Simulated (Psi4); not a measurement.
Pair of molecules, SMILES C=O with SMILES CC#N (the first has 4 atoms); geometry from B3LYP-D3(BJ)/def2-TZVP, rigid monomers moved along the line of their centres of mass till O2···H10 is 2.25 Å.
(charge 0, multiplicity 1):
```json
[
 {"atom": "C", "x (Å)": "-0.4693", "y (Å)": "-0.4553", "z (Å)": "0.1650"},
 {"atom": "O", "x (Å)": "0.6649", "y (Å)": "-0.0557", "z (Å)": "0.1357"},
 {"atom": "H", "x (Å)": "-0.7102", "y (Å)": "-1.5294", "z (Å)": "0.2560"},
 {"atom": "H", "x (Å)": "-1.3338", "y (Å)": "0.2294", "z (Å)": "0.1021"},
 {"atom": "C", "x (Å)": "1.2243", "y (Å)": "0.3955", "z (Å)": "3.1066"},
 {"atom": "C", "x (Å)": "-0.1405", "y (Å)": "-0.0924", "z (Å)": "3.0213"},
 {"atom": "N", "x (Å)": "-1.2173", "y (Å)": "-0.4810", "z (Å)": "2.9111"},
 {"atom": "H", "x (Å)": "1.2446", "y (Å)": "1.3830", "z (Å)": "3.5678"},
 {"atom": "H", "x (Å)": "1.8329", "y (Å)": "-0.2863", "z (Å)": "3.7007"},
 {"atom": "H", "x (Å)": "1.6379", "y (Å)": "0.4608", "z (Å)": "2.0987"}
]
```

These are SAPT0/jun-cc-pV(D+d)Z (Psi4 1.11) values and carry that method's errors.

### Question
Which attractive term is largest, and how does the interaction split up?

### Answer
electrostatics -9.72, exchange 11.91, induction -2.58, dispersion -3.84, total -4.23 kcal/mol; the largest attraction is electrostatics.
